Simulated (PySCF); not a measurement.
## How methods differ on the excitation energy of Se

Se [Ar] 3d10 4s2 4p4 (3P) → Se [Ar] 3d10 4s1 4p5 (3P), as a difference of total energies. Calculation: PySCF 2.14, in aug-cc-pVTZ-PP with ECP10MDF (6s5p4d2f, 55 functions); scalar relativity through the core potential. Correlated levels: valence: 3s2 3p6 3d10 frozen. The calculations carry no spin-orbit coupling.

```
           method  excitation energy (eV)
              UHF                  11.735
    MP2 (valence)                  10.854
SCS-MP2 (valence)                  10.743
   CCSD (valence)                   9.793
CCSD(T) (valence)                   9.102
```

Q: How much does correlation contribute at CCSD(T) (valence)?

A: 9.102 − (11.735) = -2.633 eV, measured against UHF.

The upper state lies above the first ionisation limit, where it may autoionise and the basis confines it.

The coupled-cluster amplitudes are large for the upper state (T1 above 0.03 or a double amplitude above 0.15), so a single reference is strained.
